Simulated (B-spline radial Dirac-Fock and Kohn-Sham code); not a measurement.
**Elastic scattering of 12.5 keV electrons by neutral oxygen**

The computed values come from a radial B-spline solver: relativistic (Dirac) partial waves in the static field of the Dirac-Fock atom with Furness-McCarthy exchange, without polarisation or absorption potentials.

```
θ (°)  dσ/dΩ (a₀²/sr)  Sherman function
    0            14.5             0.000
  0.5            14.0             0.000
    1            12.8             0.000
    2            9.21             0.000
    4            3.45             0.000
    8           0.473             0.000
   12           0.110             0.000
   16          0.0382             0.000
   24         0.00881             0.000
   32         0.00311            -0.001
   45        0.000897            -0.002
   60        0.000317            -0.003
   75        0.000145            -0.005
   90        7.98e-05            -0.007
  105        5.02e-05            -0.008
  120        3.51e-05            -0.008
  135        2.70e-05            -0.007
  150        2.25e-05            -0.005
  165        2.02e-05            -0.003
  180        1.95e-05             0.000
```

The total elastic cross section is 0.203 a₀², the first transport cross section 0.00266 a₀² and the second, weighted with (3/2) sin²θ, 0.00651 a₀². The mean deflection is ⟨1 − cos θ⟩ = 0.0131, and 0.12 % of the collisions scatter beyond 90°.

Phase shifts modulo π (rad) for κ = −1 to −5: 0.891, 0.626, 0.495, 0.412, 0.353.
